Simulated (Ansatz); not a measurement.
`B[P]([SiH3])[SnH3]`, 12 atoms. Charge 0, multiplicity 1. Correlated methods include outer-core shells of Sn, which these sets cover unevenly. Sn: def2 effective core potential. All runs use 4 threads of an Intel Xeon 6975P-C on a shared host. Correlated methods freeze the cores.

**Question.** How many basis functions does each run have, and how long does it take in Ansatz? RKS PBE0-D4/def2-TZVPP energy; RKS PBE0-D4/def2-QZVPP energy; RKS SPW92 (LDA)/def2-TZVPP energy; RKS PBE0-D4/def2-TZVP relaxation (32 steps); RKS HSE06 (plane-wave form)-D4/def2-TZVPP energy; direct RPA on PBE orbitals/def2-TZVPP energy; RKS ωB97M-V/def2-QZVPP energy; RKS PBE0-D4/def2-TZVP frequencies; RHF-CCSD(T)/def2-TZVPP energy; RKS PBE0-D4/def2-SVP energy; RHF-MP2/def2-QZVPP energy; RHF-CCSD(T)/def2-SVP energy. (An estimate is asked.)

**Answer.** Ansatz gave: Other jobs shared the machine, so times are rough.

```json
{"level": "RKS PBE0-D4/def2-SVP", "job": "energy", "functions": "116", "wall time": "1.6 s", "peak host memory (GiB)": "0.48"}
{"level": "RKS SPW92 (LDA)/def2-TZVPP", "job": "energy", "functions": "277", "wall time": "1.8 s", "peak host memory (GiB)": "0.41"}
{"level": "RKS PBE0-D4/def2-TZVPP", "job": "energy", "functions": "277", "wall time": "4.3 s", "peak host memory (GiB)": "0.85"}
{"level": "RKS HSE06 (plane-wave form)-D4/def2-TZVPP", "job": "energy", "functions": "277", "wall time": "4.7 s", "peak host memory (GiB)": "0.9"}
{"level": "RHF-CCSD(T)/def2-SVP", "job": "energy", "functions": "116", "wall time": "6 s", "peak host memory (GiB)": "0.62"}
{"level": "direct RPA on PBE orbitals/def2-TZVPP", "job": "energy", "functions": "277", "wall time": "6 s", "peak host memory (GiB)": "0.74"}
{"level": "RKS PBE0-D4/def2-QZVPP", "job": "energy", "functions": "519", "wall time": "11 s", "peak host memory (GiB)": "2.3"}
{"level": "RKS ωB97M-V/def2-QZVPP", "job": "energy", "functions": "519", "wall time": "20 s", "peak host memory (GiB)": "2.7"}
{"level": "RHF-MP2/def2-QZVPP", "job": "energy", "functions": "519", "wall time": "25 s", "peak host memory (GiB)": "3.5"}
{"level": "RHF-CCSD(T)/def2-TZVPP", "job": "energy", "functions": "277", "wall time": "88 s", "peak host memory (GiB)": "8.4"}
{"level": "RKS PBE0-D4/def2-TZVP", "job": "relaxation (32 steps)", "functions": "203", "wall time": "110 s", "peak host memory (GiB)": "0.67"}
{"level": "RKS PBE0-D4/def2-TZVP", "job": "frequencies", "functions": "203", "wall time": "2.9 min", "peak host memory (GiB)": "0.66"}
```
